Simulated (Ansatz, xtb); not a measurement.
Species: MoO$_{2}$, charge 0, multiplicity 3. The spin state was set by rule; other spins were not relaxed. 
Structure (B3LYP-D3(BJ)/def2-TZVP (Ansatz, a program for electronic structure) minimum search):
```xyz
3

Mo     0.1535    -0.1264     0.1567
O      0.6896     0.5548    -1.3018
O     -1.4954     0.1088     0.4794
```
Charge 0, spin multiplicity 3.

Harmonic wavenumbers from GFN2-xTB (xtb, at its own minimum), cm⁻¹: 167, 872, 951.

Task: Give the harmonic wavenumbers at B3LYP-D3(BJ)/def2-TZVP (Ansatz, finite differences of forces, unscaled).

Result: 308, 956, 1011 cm⁻¹. Zero-point energy 3.3 kcal/mol.

Task: From these and the geometry, give the ideal-gas thermochemistry at 298.15 K and 1 atm (rigid rotor, harmonic oscillator).

Result: Point group C2v, rotational symmetry number 2. Rotational constants 25.01, 7.756, 5.92 GHz. S(trans) 40.45, S(rot) 21.78, S(vib) 1.57, S(elec, spin only) 2.18, S 66.0 cal/(mol K). H(298) - H(0) 2.68 kcal/mol; G - E(el) -13.7 kcal/mol.
